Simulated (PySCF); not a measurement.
Worked example: chemical shift, span and skew from a shielding tensor

F₂HS, SMILES F[SH+]F, charge +1. Atoms are numbered in the order given.

```xyz
4

F     -0.0306     0.4747    -1.1919
S      0.1087    -0.4767     0.0000
F     -0.0306     0.4747     1.1919
H     -1.1876    -0.9182     0.0000
```
Charge +1, spin multiplicity 1.

Coordinates come from a TPSSh-D3(BJ)/def2-TZVP optimisation. The isomer is the one that the SMILES or the coordinates give; other isomers of the formula were not compared.

GIAO shieldings from PBE0/pcSseg-2 (PySCF), non-relativistic, no solvent. The symmetric part of the tensor of F1 has the principal values -2.7, 220.1, 546.8 ppm. The same nucleus in CFCl3 has σ = 165.8 ppm at this level (PySCF, at its B3LYP-D3(BJ)/def2-TZVP geometry).

### Question
Work out the isotropic shielding, the ¹⁹F shift against CFCl3, the span and the skew.

### Answer

σ(iso) = (σ11 + σ22 + σ33)/3 = 254.7 ppm. δ = σ(ref) − σ(iso) = 165.8 − (254.7) = -88.9 ppm.
Span Ω = σ33 − σ11 = 549.5 ppm. Skew κ = 3(σ(iso) − σ22)/Ω = 0.19. Tumbling in solution averages the tensor to δ; in a static solid the shielding alone would spread this spin-1/2 line over Ω.
